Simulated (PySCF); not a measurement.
C₄H₄, SMILES C12C3C2C13. Atoms are numbered in the order given.

```xyz
8

C     -0.5206     0.5206    -0.5206
C      0.5206     0.5206     0.5206
C      0.5206    -0.5206    -0.5206
C     -0.5206    -0.5206     0.5206
H     -1.1442     1.1442    -1.1442
H      1.1442     1.1442     1.1442
H      1.1442    -1.1442    -1.1442
H     -1.1442    -1.1442     1.1442
```

Geometry optimised at PBE0-D3(BJ)/def2-SVP.

Method: r2SCAN/def2-TZVPD run with PySCF.

Symmetry labels are those of the subgroup D2 that the program uses (full group Td).

Problem. List the valence orbital energies around the gap with their symmetry. (Estimate from the structure and the level; the computed values follow.)

Solution. 
```
orbital  symmetry  energy (eV)
-------  --------  -----------
HOMO−7         B2       -15.27
HOMO−6         B3       -15.27
HOMO−5          A       -13.59
HOMO−4         B1        -9.94
HOMO−3         B2        -9.94
HOMO−2         B3        -9.94
HOMO−1          A        -5.57
HOMO            A        -5.57
LUMO            A         1.06
LUMO+1         B1         1.18
LUMO+2         B2         1.18
LUMO+3         B3         1.18
```
